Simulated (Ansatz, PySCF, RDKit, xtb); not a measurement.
Pair of molecules: SiH4 (SMILES [SiH4]) (first 5 atoms) with C3H4 (SMILES C=C=C); geometry from B3LYP-D3(BJ)/def2-TZVP.
(charge 0, multiplicity 1):
```tsv
atom	x (Å)	y (Å)	z (Å)
Si	-0.1137	0.3464	0.2517
H	1.2281	0.6215	0.8093
H	-0.0152	0.2466	-1.2242
H	-1.0399	1.4455	0.6010
H	-0.6271	-0.9333	0.7873
C	-0.4238	0.9505	3.8185
C	0.0814	-0.2476	3.8332
C	0.5865	-1.4449	3.8349
H	0.2028	1.8234	3.6764
H	-1.4873	1.1151	3.9469
H	0.6781	-2.0143	2.9171
H	0.9308	-1.9110	4.7507
```

Interaction energies are E(AB) − E(A) − E(B) at the monomers' geometry in the complex; basis-set methods are counterpoise corrected. RDKit's UFF carries no charges.

Codes used: Ansatz (a quantum-chemistry and plane-wave program); PySCF for the dispersion terms; RDKit for the force fields; xtb for the GFN methods. Each number belongs to the level named beside it.

**Question.** One of these levels gives -1.35 kcal/mol for the interaction energy. Name it.
(A) BLYP-D4/def2-TZVPPD
(B) UFF
(C) GFN1-xTB

**Answer.** B, UFF. The others give -3.07 (GFN1-xTB), -1.70 (BLYP-D4/def2-TZVPPD)
